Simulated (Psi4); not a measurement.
A run for Psi4: SAPT0/jun-cc-pV(D+d)Z on C3H5Cl (a complex), monomers drawn apart or pushed together.

```
memory 2025 MB

molecule dimer {
0 1
C     0.41051972    0.07596698    0.03502410
C     0.55043701   -0.81996688   -0.74703761
H     0.28303593    0.85982101    0.74464672
H     0.67620536   -1.60768192   -1.44911977
--
0 1
C    -0.72270501   -0.25829332    5.59201759
Cl   -0.67360278    1.53888291    5.56206585
H     0.03769405   -0.60372605    6.28537136
H    -1.71139934   -0.56180078    5.92170114
H    -0.52255188   -0.61895980    4.58758281
units angstrom
symmetry c1
no_reorient
no_com
}

set {
  basis jun-cc-pV(D+d)Z
  scf_type df
  freeze_core true
}

energy('sapt0')
```

Output:

```
[...]
==> Input File <==

--------------------------------------------------------------------------
memory 2025 MB

molecule dimer {
0 1
C     0.41051972    0.07596698    0.03502410
C     0.55043701   -0.81996688   -0.74703761
H     0.28303593    0.85982101    0.74464672
H     0.67620536   -1.60768192   -1.44911977
--
0 1
C    -0.72270501   -0.25829332    5.59201759
Cl   -0.67360278    1.53888291    5.56206585
H     0.03769405   -0.60372605    6.28537136
H    -1.71139934   -0.56180078    5.92170114
H    -0.52255188   -0.61895980    4.58758281
units angstrom
symmetry c1
no_reorient
no_com
}

set {
  basis jun-cc-pV(D+d)Z
  scf_type df
  freeze_core true
}

energy('sapt0')
--------------------------------------------------------------------------


   => Loading Basis Set <=

    Name: JUN-CC-PV(D+D)Z
    Role: ORBITAL
    Keyword: BASIS
    atoms 1-2, 5   entry C          line   188 file jun-cc-pv_dpd_z.gbs
    atoms 3-4, 7-9 entry H          line    60 file jun-cc-pv_dpd_z.gbs
    atoms 6        entry CL         line   764 file jun-cc-pv_dpd_z.gbs

   => Loading Basis Set <=

    Name: JUN-CC-PV(D+D)Z
    Role: ORBITAL
    Keyword: BASIS
    atoms 1-2, 5   entry C          line   188 file jun-cc-pv_dpd_z.gbs
    atoms 3-4, 7-9 entry H          line    60 file jun-cc-pv_dpd_z.gbs
    atoms 6        entry CL         line   764 file jun-cc-pv_dpd_z.gbs


  //>>>>>>>>>>>>>>>>>>>>>>>>>>>>>>>>>>>//
  //              Dimer HF             //
  //<<<<<<<<<<<<<<<<<<<<<<<<<<<<<<<<<<<//

   => Libint2 <=

    Primary   basis highest AM E, G, H:  7, 6, 3
    Auxiliary basis highest AM E, G, H:  7, 7, 4
    Onebody   basis highest AM E, G, H:  -, -, -
    Solid Harmonics ordering:            Gaussian


   => Loading Basis Set <=

    Name: JUN-CC-PV(D+D)Z
    Role: ORBITAL
    Keyword: BASIS
    atoms 1-2, 5   entry C          line   188 file jun-cc-pv_dpd_z.gbs
    atoms 3-4, 7-9 entry H          line    60 file jun-cc-pv_dpd_z.gbs
    atoms 6        entry CL         line   764 file jun-cc-pv_dpd_z.gbs


         ---------------------------------------------------------
                                   SCF
               by Justin Turney, Rob Parrish, Andy Simmonett
                          and Daniel G. A. Smith
                              RHF Reference
                        1 Threads,   1931 MiB Core
         ---------------------------------------------------------

  ==> Geometry <==

    Molecular point group: c1
    Full point group: C1

    Geometry (in Angstrom), charge = 0, multiplicity = 1:

       Center              X                  Y                   Z               Mass
    ------------   -----------------  -----------------  -----------------  -----------------
         C            0.410519720000     0.075966980000     0.035024100000    12.000000000000
         C            0.550437010000    -0.819966880000    -0.747037610000    12.000000000000
         H            0.283035930000     0.859821010000     0.744646720000     1.007825032230
         H            0.676205360000    -1.607681920000    -1.449119770000     1.007825032230
         C           -0.722705010000    -0.258293320000     5.592017590000    12.000000000000
         CL          -0.673602780000     1.538882910000     5.562065850000    34.968852682000
         H            0.037694050000    -0.603726050000     6.285371360000     1.007825032230
         H           -1.711399340000    -0.561800780000     5.921701140000     1.007825032230
         H           -0.522551880000    -0.618959800000     4.587582810000     1.007825032230

  Running in c1 symmetry.

  Rotational constants: A =      0.33639  B =      0.01024  C =      0.01001 [cm^-1]
  Rotational constants: A =  10084.82123  B =    306.89459  C =    300.06366 [MHz]
  Nuclear repulsion =  107.083133079756706

  Charge       = 0
  Multiplicity = 1
  Electrons    = 40
  Nalpha       = 20
  Nbeta        = 20

  ==> Algorithm <==

  SCF Algorithm Type is DF.
  DIIS enabled.
  MOM disabled.
  Fractional occupation disabled.
  Guess Type is SAD.
  Energy threshold   = 1.00e-08
  Density threshold  = 1.00e-08
  Integral threshold = 1.00e-12

  ==> Primary Basis <==

  Basis Set: JUN-CC-PV(D+D)Z
    Blend: JUN-CC-PV(D+D)Z
    Number of shells: 50
    Number of basis functions: 106
    Number of Cartesian functions: 111
    Spherical Harmonics?: true
    Max angular momentum: 2

   => Loading Basis Set <=

    Name: (JUN-CC-PV(D+D)Z AUX)
    Role: JKFIT
    Keyword: DF_BASIS_SCF
    atoms 1-2, 5   entry C          line   146 file jun-cc-pvdz-jkfit.gbs
    atoms 3-4, 7-9 entry H          line    70 file jun-cc-pvdz-jkfit.gbs
    atoms 6        entry CL         line   746 file jun-cc-pvdz-jkfit.gbs

  ==> Integral Setup <==

  DFHelper Memory: AOs need 0.036 GiB; user supplied 1.414 GiB.
  SCF_SUBTYPE=INCORE selected. In-core MEM_DF algorithm will be used.
  Using in-core AOs.

  ==> MemDFJK: Density-Fitted J/K Matrices <==

    J tasked:                   Yes
    K tasked:               
[...]
    5.858348   103A      6.019201
     104A      6.106996   105A     18.501635   106A     18.571758

    Final Occupation by Irrep:
              A
    DOCC [    13 ]
    NA   [    13 ]
    NB   [    13 ]

  @DF-RHF Final Energy:  -499.12238266211159

   => Energetics <=

    Nuclear Repulsion Energy =             51.0621859980575294
    One-Electron Energy =                -789.5354222621253939
    Two-Electron Energy =                 239.3508536019562598
    Total Energy =                       -499.1223826621115904

Computation Completed


Properties will be evaluated at   0.000000,   0.000000,   0.000000 [a0]

Properties computed using the SCF density matrix


 Multipole Moments:

 ------------------------------------------------------------------------------------
     Multipole            Electronic (a.u.)      Nuclear  (a.u.)        Total (a.u.)
 ------------------------------------------------------------------------------------

 L = 1.  Multiply by 2.5417464519 to convert [e a0] to [Debye]
 Dipole X            :         33.9590712          -33.9843329           -0.0252617
 Dipole Y            :        -44.0445718           43.1363302           -0.9082415
 Dipole Z            :       -273.8076562          273.8248688            0.0172126
 Magnitude           :                                                    0.9087558

 ------------------------------------------------------------------------------------

  Constructing Basis Sets for SAPT...

   => Loading Basis Set <=

    Name: (JUN-CC-PV(D+D)Z AUX)
    Role: RIFIT
    Keyword: DF_BASIS_SAPT
    atoms 1-2, 5   entry C          line   100 file jun-cc-pvdz-ri.gbs
    atoms 3-4, 7-9 entry H          line    30 file jun-cc-pvdz-ri.gbs
    atoms 6        entry CL         line   544 file jun-cc-pvdz-ri.gbs

   => Loading Basis Set <=

    Name: (JUN-CC-PV(D+D)Z AUX)
    Role: JKFIT
    Keyword: DF_BASIS_ELST
    atoms 1-2, 5   entry C          line   146 file jun-cc-pvdz-jkfit.gbs
    atoms 3-4, 7-9 entry H          line    70 file jun-cc-pvdz-jkfit.gbs
    atoms 6        entry CL         line   746 file jun-cc-pvdz-jkfit.gbs


  //>>>>>>>>>>>>>>>>>>>>>>>>>>>>>>>>>>>//
  //               SAPT0               //
  //<<<<<<<<<<<<<<<<<<<<<<<<<<<<<<<<<<<//



        SAPT0
    Ed Hohenstein
     6 June 2009

      Orbital Information
  --------------------------
    NSO        =       106
    NMO        =       106
    NRI        =       350
    NRI (Elst) =       473
    NOCC A     =         7
    NOCC B     =        13
    FOCC A     =         2
    FOCC B     =         6
    NVIR A     =        99
    NVIR B     =        93

    Elst10,r            =    -0.000436342914 [Eh]
    Exch10              =     0.000003340510 [Eh]
    Exch10 (S^2)        =     0.000003340497 [Eh]

    Maxiter = 50
    CPHF R converge = 1.000000E-08

    Iter     Energy [mEh]          dE [mEh]         Residual      Time [s]
       1      -0.00473820       0.004738200     5.094411e-04             0
       2      -0.00514992       0.000411715     2.407118e-04             0
       3      -0.00571770       0.000567786     5.667910e-05             0
       4      -0.00576967       0.000051965     1.597577e-05             0
       5      -0.00574748      -0.000022183     7.499813e-06             0
       6      -0.00574708      -0.000000408     3.874531e-06             0
       7      -0.00575103       0.000003951     6.905670e-07             0
       8      -0.00575043      -0.000000593     1.080126e-07             0
       9      -0.00575049       0.000000052     1.459029e-08             0
      10      -0.00575048      -0.000000004     2.135991e-09             0

    CHF Iterations converged

    Maxiter = 50
    CPHF R converge = 1.000000E-08

    Iter     Energy [mEh]          dE [mEh]         Residual      Time [s]
       1      -0.00370431       0.003704313     4.714031e-04             0
       2      -0.00420502       0.000500709     2.444652e-04             0
       3      -0.00460028       0.000395256     4.643548e-05             0
       4      -0.00460660       0.000006324     1.559037e-05             0
       5      -0.00459239      -0.000014212     3.482118e-06             0
       6      -0.00459365       0.000001264     9.999259e-07             0
       7      -0.00459384       0.000000186     1.845666e-07             0
       8      -0.00459378      -0.000000058     5.786193e-08             0
       9      -0.00459377      -0.000000008     1.720193e-08             0
      10      -0.00459378       0.000000005     4.124058e-09             0

    CHF Iterations converged

    Ind20,r (A<-B)      =    -0.000005750482 [Eh]
    Ind20,r (B<-A)      =    -0.000004593779 [Eh]
    Ind20,r             =    -0.000010344261 [Eh]
    Exch-Ind20,r (A<-B) =     0.000000307332 [Eh]
    Exch-Ind20,r (B<-A) =     0.000000118590 [Eh]
    Exch-Ind20,r        =     0.000000425922 [Eh]
    Disp20              =    -0.000123679518 [Eh]
    Disp20 (SS)         =    -0.000061839759 [Eh]
    Disp20 (OS)         =    -0.000061839759 [Eh]
    Exch-Disp20         =     0.000000284980 [Eh]
    Exch-Disp20 (SS)    =     0.000000172935 [Eh]
    Exch-Disp20 (OS)    =     0.000000112044 [Eh]

    SAPT Results
  --------------------------------------------------------------------------------------------------------
    Electrostatics                 -0.43634291 [mEh]      -0.27380931 [kcal/mol]      -1.14561816 [kJ/mol]
      Elst10,r                     -0.43634291 [mEh]      -0.27380931 [kcal/mol]      -1.14561816 [kJ/mol]

    Exchange                        0.00334051 [mEh]       0.00209620 [kcal/mol]       0.00877051 [kJ/mol]
      Exch10                        0.00334051 [mEh]       0.00209620 [kcal/mol]       0.00877051 [kJ/mol]
      Exch10(S^2)                   0.00334050 [mEh]       0.00209619 [kcal/mol]       0.00877047 [kJ/mol]

    Induction                      -0.01038926 [mEh]      -0.00651936 [kcal/mol]      -0.02727699 [kJ/mol]
      Ind20,r                      -0.01034426 [mEh]      -0.00649112 [kcal/mol]      -0.02715885 [kJ/mol]
      Exch-Ind20,r                  0.00042592 [mEh]       0.00026727 [kcal/mol]       0.00111826 [kJ/mol]
      delta HF,r (2)               -0.00047092 [mEh]      -0.00029550 [kcal/mol]      -0.00123639 [kJ/mol]

    Dispersion                     -0.12339454 [mEh]      -0.07743124 [kcal/mol]      -0.32397232 [kJ/mol]
      Disp20                       -0.12367952 [mEh]      -0.07761007 [kcal/mol]      -0.32472053 [kJ/mol]
      Exch-Disp20                   0.00028498 [mEh]       0.00017883 [kcal/mol]       0.00074821 [kJ/mol]
      Disp20 (SS)                  -0.06183976 [mEh]      -0.03880503 [kcal/mol]      -0.16236026 [kJ/mol]
      Disp20 (OS)                  -0.06183976 [mEh]      -0.03880503 [kcal/mol]      -0.16236026 [kJ/mol]
      Exch-Disp20 (SS)              0.00017294 [mEh]       0.00010852 [kcal/mol]       0.00045404 [kJ/mol]
      Exch-Disp20 (OS)              0.00011204 [mEh]       0.00007031 [kcal/mol]       0.00029417 [kJ/mol]

  Total HF                         -0.44339166 [mEh]      -0.27823247 [kcal/mol]      -1.16412464 [kJ/mol]
  Total SAPT0                      -0.56678620 [mEh]      -0.35566371 [kcal/mol]      -1.48809696 [kJ/mol]

  Special recipe for scaled SAPT0 (see Manual):
    Electrostatics sSAPT0          -0.43634291 [mEh]      -0.27380931 [kcal/mol]      -1.14561816 [kJ/mol]
    Exchange sSAPT0                 0.00334051 [mEh]       0.00209620 [kcal/mol]       0.00877051 [kJ/mol]
    Induction sSAPT0               -0.01038926 [mEh]      -0.00651936 [kcal/mol]      -0.02727699 [kJ/mol]
    Dispersion sSAPT0              -0.12339454 [mEh]      -0.07743124 [kcal/mol]      -0.32397232 [kJ/mol]
  Total sSAPT0                     -0.56678620 [mEh]      -0.35566371 [kcal/mol]      -1.48809696 [kJ/mol]
  --------------------------------------------------------------------------------------------------------



*** Psi4 exiting successfully. Buy a developer a beer!
```

The run finished.

Cost: very roughly 11 core-seconds.
